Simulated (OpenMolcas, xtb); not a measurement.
## GeH4O2 (SMILES [OH][GeH2][OH]): the HOMO–LUMO gap, rung by rung

GeH4O2 has 7 atoms, charge 0, and is taken as a singlet. SMILES: `[OH][GeH2][OH]`. The coordinates come from a PBE0-D4/def2-TZVP relaxation. This is one conformer, not always the lowest.

Quantity: the HOMO–LUMO gap, in eV. The values are calculated.

| level | kind | program | value (eV) | CPU time |
| --- | --- | --- | --- | --- |
| GFN2-xTB | semi-empirical | xtb | 8.51 | under 2 s |
| GFN0-xTB | semi-empirical | xtb | 6.08 | under 2 s |
| HF/cc-pVDZ | Hartree–Fock | OpenMolcas | 16.63 | 8.8 s |
| SVWN5/cc-pVDZ | LDA | OpenMolcas | 6.50 | 24 s |
| BLYP/cc-pVDZ | GGA | OpenMolcas | 6.43 | 34 s |
| TPSS/cc-pVDZ | meta-GGA | OpenMolcas | 6.89 | 44 s |
| B3LYP/cc-pVDZ | global hybrid | OpenMolcas | 8.61 | 31 s |
| B2PLYP/cc-pVDZ | double hybrid | OpenMolcas | 12.01 | 22 s |

All-electron rows without a relativistic Hamiltonian named are non-relativistic. The values span 6.08 to 16.63 eV. Orbital gaps aren't excitation energies, and those of double hybrids come from the SCF part alone; they tend to grow with the share of exact exchange. CPU times are rough (shared hosts, several kinds of processor and program).
